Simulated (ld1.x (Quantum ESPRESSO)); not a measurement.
What one change does to a pseudopotential (Kr (Z = 36), ultrasoft)

```json
{
 "Element": "krypton",
 "Generator": "ld1.x (Quantum ESPRESSO) 7.5",
 "Type": "ultrasoft",
 "Functional": "LDA (PZ)",
 "Relativity": "scalar-relativistic",
 "Frozen core": "[Ar] 3d10",
 "Valence charge": "8",
 "Reference configuration": "4s2 4p5.75 (charge +0.25)",
 "Partial waves": "4s (bound): rcut 1.25, rcutus 1.40 bohr; 4s channel at -0.45 Ry: rcut 1.25, rcutus 1.40 bohr; 4p (bound): rcut 1.45, rcutus 1.55 bohr; 4p channel at -0.1 Ry: rcut 1.45, rcutus 1.55 bohr; 4d channel at 0.35 Ry: rcut 1.35, rcutus 1.45 bohr; 4d channel at 2.85 Ry: rcut 1.35, rcutus 1.45 bohr",
 "Local potential": "all-electron potential smoothed inside 1.15 bohr (lloc = -2)",
 "Core correction": "none",
 "Augmentation charge": "PSQ, inside the norm-conserving radii"
}
```

Change: core correction a·sin(br)/r model core inside 0.62 bohr.

Cutoffs: the cutoffs (Ry, on a coarse ladder) from which the occupation-weighted sum of valence levels, in a spherical-Bessel basis at the reference potential, stays within 10 and 1 mRy of its value at 400 Ry; they do not see the model core or the augmentation charge, which bear on the density cutoff. Errors are all-electron minus pseudo energies relative to the spin-unpolarised reference configuration.

How do hardness, ghosts and transferability respond?

The potential gets neither clearly harder nor softer (21 Ry and 40 Ry → 21 Ry and 40 Ry); of the 9 tests that both files solve, the error grows in 5 and shrinks in 2 by more than 15 % and 0.3 meV (median size 2.7 → 7.4 meV); neither file shows a bound ghost. A model core, the more so a compact one, raises the density cutoff, which this test does not measure.

```csv
quantity,base,changed
"cutoff, loose",21 Ry,21 Ry
"cutoff, tight",40 Ry,40 Ry
bound ghosts,none,none
"error for 4s2 4p6, meV [ΔE -2.65 eV]",+0.6,+0.4
"error for 4s2 4p5, meV [ΔE 11.78 eV]",-2.7,-4.8
"error for 4s2 4p4, meV [ΔE 37.12 eV]",-8.7,-28
"error for 4s2 4p5.5, meV [ΔE 3.28 eV]",-0.7,-0.9
"error for 4s2 4p3, meV [ΔE 74.39 eV]",-15,-88
"error for 4s2 4p2, meV [ΔE 124.47 eV]",-10,-208
"error for 4s1 4p6, meV [ΔE 26.32 eV]",-1.0,-18
"error for 4s2 4p5.75 (spin-polarised), meV [ΔE -0.01 eV]",+1.4,-0.1
"error for 4s2 4p5 (spin-polarised), meV [ΔE 11.61 eV]",+24,-7.4
s: phases at 1.71 bohr within 0.05 rad from the reference energy up to (Ry; the scan ends near 5),to the end of the scan,to the end of the scan
p: phases at 1.71 bohr within 0.05 rad from the reference energy up to (Ry; the scan ends near 5),to the end of the scan,to the end of the scan
d: phases at 1.71 bohr within 0.05 rad from the reference energy up to (Ry; the scan ends near 5),2.4,2.4
lowest overlap eigenvalue by channel,"s 0.42, p 0.61, d 0.89","s 0.42, p 0.61, d 0.89"
```
